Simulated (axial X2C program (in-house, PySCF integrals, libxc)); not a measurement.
# RhSi⁺: from the spin-free to the two-component result

Computed with an in-house relativistic program for diatomic molecules. Spin-free means the one-electron spin-free X2C Hamiltonian; two-component (2c) means X2C with spin–orbit coupling and atomic mean-field two-electron Coulomb and Gaunt terms, so the difference of the two also holds small scalar two-electron terms. Basis: Rh dyall-cv3z [12s12p8d5f3g], Si dyall-v3z [8s7p2d1f] (cores contracted in-house); Gaussian nuclei, density fitting, unrestricted open shells. Masses: Rh 102.906 u, Si 27.977 u.

Spin-free state: M_S = 0, Λ = 0 (closed shell); fragments Rh+ + Si.

```json
{"level": "PBE0", "Re (Å)": "2.014", "ωe (cm⁻¹)": "557.6", "De (eV)": "4.356", "μ (D)": "2.29"}
{"level": "TPSSh", "Re (Å)": "2.030", "ωe (cm⁻¹)": "544.4", "De (eV)": "4.699", "μ (D)": "2.08"}
```

Dipoles are positive if Si is the positive end and refer to the centre of mass.

Two-component determinant lowest at the distance of the search:

Ω = 0 (closed shell); fragments Rh+ + Si.

```csv
level,Re (Å),ωe (cm⁻¹),μ (D)
PBE0,2.015,555.6,2.29
TPSSh,2.031,543.0,2.08
```

Problem. From the two tables, how do the constants change at the PBE0 level (2c against spin-free)?

Solution. At the PBE0 level Re increases by 0.001 Å and ωe drops by 2.0 cm⁻¹.

One determinant describes the state; a PBE0 search over occupations chose it and may have missed a lower one. The closed shell is kept restricted, so the energy runs too high when the bond is stretched far. De is counted from the lowest determinant-based energies of the atoms at the same level, without counterpoise correction. De is not given where an atomic determinant may have missed its ground term or J level, or where the truncated virtual space spoils (T). The functionals have no current-density term, which raises determinants with orbital currents, atoms included.
